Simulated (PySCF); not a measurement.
SMILES c1coc(Oc2cccs2)c1 at its GFN2-xTB optimised geometry (Å):

```
17

C      3.1301    -1.6923     0.0003
C      2.9794    -0.3442     0.0001
O      1.6641    -0.0172     0.0000
C      0.9814    -1.1729     0.0002
O     -0.3607    -1.1912     0.0001
C     -1.0989    -0.0549     0.0000
C     -2.4629    -0.0549     0.0000
C     -2.9967     1.2521    -0.0001
C     -2.0426     2.2136    -0.0003
S     -0.4496     1.5548     0.0000
C      1.8251    -2.2463     0.0003
H      4.0518    -2.2363     0.0003
H      3.6765     0.4679     0.0000
H     -3.0467    -0.9558     0.0001
H     -4.0518     1.4574    -0.0001
H     -2.1645     3.2777    -0.0003
H      1.5459    -3.2777     0.0004
```

Computed with CAM-B3LYP/def2-SVP run with PySCF. Cells within 0.4 Å of a nucleus heavier than hydrogen are left out (blank, or x).

Map of the electrostatic potential (hartree/e), clipped to [-0.08, 0.12] on the plane z = 0.0 Å:

```
|2222222222222222222222222222222|
|2222222222222222222222222222222|
|2222222222222222222222222222222|
|2222222222222222222222222222222|
|2222222223333222222222222222222|
|2222222234543322222222222222222|
|2222222349994332222122222222222|
|2222222369996443221112222222222|
|2222222369999875321112222222222|
|2222333499999999621112222222222|
|2223589999xx9999931112223322222|
|22248999999999x9961112334332222|
|22249999xx9999x9961123577543222|
|22235999x9999999964777999943222|
|2222346999999999999999999953222|
|222223499xx9xx9999xx99x99843222|
|222223499999999999999xx99533222|
|22222369999999x99x9999999533222|
|22222359996699xx9xx999999643222|
|2222234685322999999999xx9963322|
|2222223332210037999xx9999994322|
|2222222222110002599x99999984322|
|2222222221110012399998557753322|
|2222222211111112399994333333222|
|2222222211111112369963322322222|
|2222222111111122234433222222222|
|2222222111111122223332222222222|
|2222221111111222222222222222222|
|2222221111112222222222222222222|
|2222221111112222222222222222222|
|2222222111222222222222222222222|
```
Scale: ten equal steps from -0.031 (start of '0') to 0.120 (end of '9'), in the order '0123456789'; x runs from -6.50 to 6.50, y from -6.50 (bottom) to 6.50 (top).
